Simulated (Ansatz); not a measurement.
Computed with Ansatz on PBE0-D4/def2-TZVP structures; ΔE is electronic, products minus reactants. CCSD(T)/CBS is the MP2 limit (def2-TZVPP, def2-QZVPP) plus CCSD(T) − MP2 in def2-TZVPP, frozen cores. One conformer a species, not always the lowest.

`[BH2][AlH][O]C` + `[SiH3]O[SiH](S)Cl` → `B[SiH](Cl)O[SiH3]` + `C[O][AlH][SH]`  (redistribution)

```csv
species,CCSD(T)/def2-TZVPP energy (Eh)
`[BH2][AlH][O]C`,-383.53754
`[SiH3]O[SiH](S)Cl`,-1513.88268
`B[SiH](Cl)O[SiH3]`,-1141.45945
`C[O][AlH][SH]`,-755.98555
```

**Question.** Work out ΔE.

**Answer.** ΔE = (-1141.45945) + (-755.98555) − (-383.53754) − (-1513.88268) = -0.02478 Eh = -65.1 kJ/mol. CCSD(T)/CBS gives -64.6 kJ/mol.

Largest T1 diagnostic among the species: 0.012.

In def2-TZVPP, CCSD(T) changes the Hartree–Fock value by +4.9 kJ/mol (the triples alone add +0.5 kJ/mol) and MP2 by +4.2 kJ/mol.
